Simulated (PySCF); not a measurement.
Species: GeF4.
Geometry (PBE0-D3(BJ)/def2-SVP, Å), atoms numbered from 1 in this order:
```xyz
5
GeF4 angstrom
Ge     0.000    0.000   -0.001
F      0.012   -0.011    1.697
F      1.597    0.010   -0.577
F     -0.809    1.387   -0.550
F     -0.800   -1.386   -0.569
```

Method: TDDFT PBE0/def2-SVPD, vertical, gas phase, core orbitals frozen in the response (PySCF 2.14.0, density-fitted response routines). Relativistic effects, spin–orbit coupling among them, are left out although an element past zinc is present.

Transition dipole moments from the ground state, in atomic units and in the frame of the coordinates above (overall signs are arbitrary), for the states with f of 0.002 or more among the lowest 11:

```json
{"state": "S6", "E (eV)": "9.512", "μx": "0.063", "μy": "-0.081", "μz": "0.741"}
{"state": "S7", "E (eV)": "9.514", "μx": "-0.474", "μy": "0.570", "μz": "0.103"}
{"state": "S8", "E (eV)": "9.515", "μx": "0.576", "μy": "0.478", "μz": "0.003"}
{"state": "S9", "E (eV)": "11.370", "μx": "0.017", "μy": "0.024", "μz": "0.340"}
{"state": "S10", "E (eV)": "11.370", "μx": "-0.310", "μy": "0.148", "μz": "0.006"}
{"state": "S11", "E (eV)": "11.371", "μx": "-0.148", "μy": "-0.309", "μz": "0.029"}
```

Q: What oscillator strength does each state have?

A: f = (2/3) ΔE |μ|² with ΔE in hartree (27.2114 eV).

| state | \|μ\|² (au) | \|μ\| (D) | f |
| --- | --- | --- | --- |
| S6 | 0.560 | 1.90 | 0.130 |
| S7 | 0.561 | 1.90 | 0.131 |
| S8 | 0.561 | 1.90 | 0.131 |
| S9 | 0.117 | 0.87 | 0.033 |
| S10 | 0.118 | 0.87 | 0.033 |
| S11 | 0.118 | 0.87 | 0.033 |

Q: The point group is Td. Which irreducible representation does each state belong to?

A: The ground state is totally symmetric, so the direction of μ fixes the label. Every allowed level is T2, three states with equal energy: S6/S7/S8, S9/S10/S11.

Q: How is the summed strength of these states shared among x, y and z?

A: (2/3) Σ ΔE μα² gives 0.164 for x, 0.164 for y and 0.163 for z, 0.490 in all.

Q: What peak molar absorption coefficient would the strongest computed level give as a lone Gaussian band 0.3 eV wide at half height?

A: ε(max) = 2.175×10⁸ f / FWHM, with the width in cm⁻¹. S6/S7/S8 (f summed): 2.175×10⁸ × 0.3918 / 2420 ≈ 35000 L mol⁻¹ cm⁻¹.

S6/S7/S8 and S9/S10/S11 coincide within about 0.01 eV; within a degenerate level the directions of the single components are arbitrary.
